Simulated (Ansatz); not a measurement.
`C[O][AlH][SiH2][SiH3]` → `[AlH2][SiH2][SiH3]` + `C=O`  (β-hydride elimination)

Computed with Ansatz on PBE0-D4/def2-TZVP structures; ΔE is electronic, products minus reactants. CBS: MP2 limit from def2 TZ/QZ plus the TZ coupled-cluster correction, frozen cores. This one scheme is used for every species. Functionals use def2-TZVPP. One conformer a species, not always the lowest.

| level | ΔE (eV) | difference from CCSD(T)/CBS |
| --- | --- | --- |
| PBE-D4 | 2.52 | -0.06 |
| r2SCAN-D4 | 2.65 | 0.07 |
| PBE0-D4 | 2.64 | 0.06 |
| ωB97X-V | 2.59 | 0.01 |
| ωB97M-V | 2.58 | 0.00 |
| B2PLYP | 2.49 | -0.09 |
| r2SCAN | 2.63 | 0.05 |
| PBE0 | 2.56 | -0.02 |
| HF/def2-TZVPP | 2.28 | -0.30 |
| MP2/def2-TZVPP | 2.63 | 0.05 |
| CCSD/def2-TZVPP | 2.51 | -0.07 |
| HF/def2-QZVPP | 2.29 | -0.29 |
| MP2/def2-QZVPP | 2.67 | 0.09 |
| SCS-MP2/def2-QZVPP | 2.54 | -0.04 |
| HF/CBS(def2) | 2.29 | -0.29 |
| CCSD/CBS(def2) | 2.58 | 0.00 |
| CCSD(T)/CBS | 2.58 | 0 |

Largest T1 diagnostic among the species: 0.015.

The D4 term adds +0.13 eV with B3LYP and +0.08 eV with PBE0; it sums over pairs of atoms, weighted by their polarisabilities, and B3LYP, whose exchange is more repulsive, gets the larger term. From PBE to PBE0 (25 % exact exchange), in def2-TZVPP and without D4, ΔE moves by +0.12 eV.

B3LYP here is the variant with VWN-RPA as its local correlation; programs differ in this.
